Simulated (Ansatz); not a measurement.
Ansatz (a quantum-chemistry and plane-wave program) input (BLYP/6-31G* with LANL2DZ past Ar): The .json file joins the Basis Set Exchange's 6-31G* for atoms up to Ar and LANL2DZ past it.

Ansatz 0.2 input:
```yaml
crystal:
  periodic: [false, false, false]
  atoms:
    - {symbol: F, position_ang: [-1.55402500, -1.36231200, -0.32154700]}
    - {symbol: Ge, position_ang: [-0.75566800, -0.00355200, 0.41921600]}
    - {symbol: F, position_ang: [-1.55101600, 1.37215500, -0.29295300]}
    - {symbol: Br, position_ang: [1.48933600, 0.00071700, -0.22526900]}
basis:
  gaussian:
    orbitals: 6-31Gs+LANL2DZ.json
hamiltonian:
  xc: {name: BLYP}
magnetization: {spin_polarized: true, initial_magnetization: 1}
output: {forces: true}
```

Output:

```
Functional definition: BLYP
integrals: 0.01 GiB planned
531 factors; their error is unknown
mean field: 0.11 GiB planned
mean field evaluation 1: about -5889.9424 eV, gradient 3.5e1 eV
mean field evaluation 2: about -5855.8731 eV, gradient 1.0e2 eV
mean field evaluation 4: about -5893.7637 eV, gradient 6.1e0 eV
mean field evaluation 8: about -5894.0923 eV, gradient 1.6e-2 eV
mean field evaluation 16: about -5894.0923 eV, gradient 1.2e-5 eV
mean field -5894.09228033 eV, -216.6038961428 hartree, gradient 1.2e-5 eV, S^2 0.751484; 0 other end points of the search recorded, 0 dependent functions left out
the calculation of the forces begins
reference -5894.09254651 eV, -216.6039059250 hartree; 15, 14 occupied and 31, 32 virtual orbitals, 531 factors
Total energy: -5894.09254651 eV, -216.6039059250 hartree
Atom 0 at    -1.554025    -1.362312    -0.321547 Å, force     0.139027     0.146403     0.143342 eV/Å
Atom 1 at    -0.755668    -0.003552     0.419216 Å, force    -1.861935     0.000371     0.160410 eV/Å
Atom 2 at    -1.551016     1.372155    -0.292953 Å, force     0.138702    -0.149674     0.140246 eV/Å
Atom 3 at     1.489336     0.000717    -0.225269 Å, force     1.584206     0.002900    -0.443999 eV/Å
Dipole moment:    -0.006213    -0.003728     0.357153 e Å
```

The geometry given is a B3LYP-D3(BJ)/def2-TZVP minimum.
